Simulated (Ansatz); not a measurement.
Consider the cleavage of the Sb–B bond: `C[BH][SbH2]` + HI → `[SbH2][I]` + `BC`.

Isolated molecules relaxed with PBE0-D4/def2-TZVP in Ansatz; ΔE leaves out vibrations. CCSD(T)/CBS is the MP2 limit (def2-TZVPP, def2-QZVPP) plus CCSD(T) − MP2 in def2-TZVPP, frozen cores. This one scheme is used for every species. Functionals use def2-TZVPP. Elements past krypton have def2 core potentials. For I, Sb outer-core shells are correlated without core-valence functions, which leaves a few kJ/mol of doubt a bond.

`C[BH][SbH2]`:

```xyz
9

C     0.841    0.983   -0.383
B     0.466   -0.485   -0.053
Sb   -1.154   -1.059    1.364
H     0.524    1.134   -1.427
H     1.924    1.146   -0.392
H     0.356    1.756    0.215
H     1.105   -1.382   -0.527
H    -1.824   -2.249    0.347
H    -2.238    0.155    0.857
```

HI:

Z-matrix (Å, degrees):
```
I
H 1 1.610
```

`[SbH2][I]`:

```xyz
4

Sb    0.247    0.556   -0.613
I     0.727    0.232    2.049
H     0.466   -1.101   -0.976
H    -1.440    0.312   -0.460
```

`BC`:

Z-matrix (Å, degrees):
```
C
B 1 1.548
H 1 1.091 2 115.2
H 1 1.105 2 103.3 3 -114.8
H 1 1.091 2 115.2 3 130.4
H 2 1.199 1 120.9 3 -157.0
H 2 1.199 1 120.9 3 26.7
```

Task: Is it downhill or uphill in electronic energy at CCSD(T)/CBS, and by how much? (Estimate.)

Result: Computed: Downhill: ΔE = -0.79 eV.

Task: What do these levels give: BLYP-D4, r2SCANh, CAM-B3LYP, CCSD/def2-SVP, CCSD/def2-TZVPP, HF/CBS(def2)? (Estimate.)

Result: The calculation gave: BLYP-D4 -0.84, r2SCANh -0.79, CAM-B3LYP -0.82, CCSD/def2-SVP -0.70, CCSD/def2-TZVPP -0.68, HF/CBS(def2) -1.01 eV.

Task: What do rigid-rotor, harmonic-oscillator terms from PBE0-D4/def2-TZVP frequencies (298.15 K, 1 bar) make of the CCSD(T)/CBS value? (Best estimate.)

Result: Ansatz gave: ΔZPE = +0.07 eV, ΔH = -0.74 eV, ΔS = 14 J/(mol·K), ΔG = -0.79 eV.

Largest T1 diagnostic among the species: 0.014.

In def2-TZVPP, CCSD(T) changes the Hartree–Fock value by +0.33 eV (the triples alone add +0.03 eV) and MP2 by +0.26 eV. At CCSD(T), def2-SVP lies +0.12 eV from the extrapolated value and def2-TZVPP +0.14 eV. Leaving LDA and LC-ωPBE aside and taking each functional with its dispersion term where it has one, the values, not all of them listed here, spread over 0.18 eV, from BHLYP-D4 to revPBE-D4. LDA lies +0.15 eV from PBE without D4.
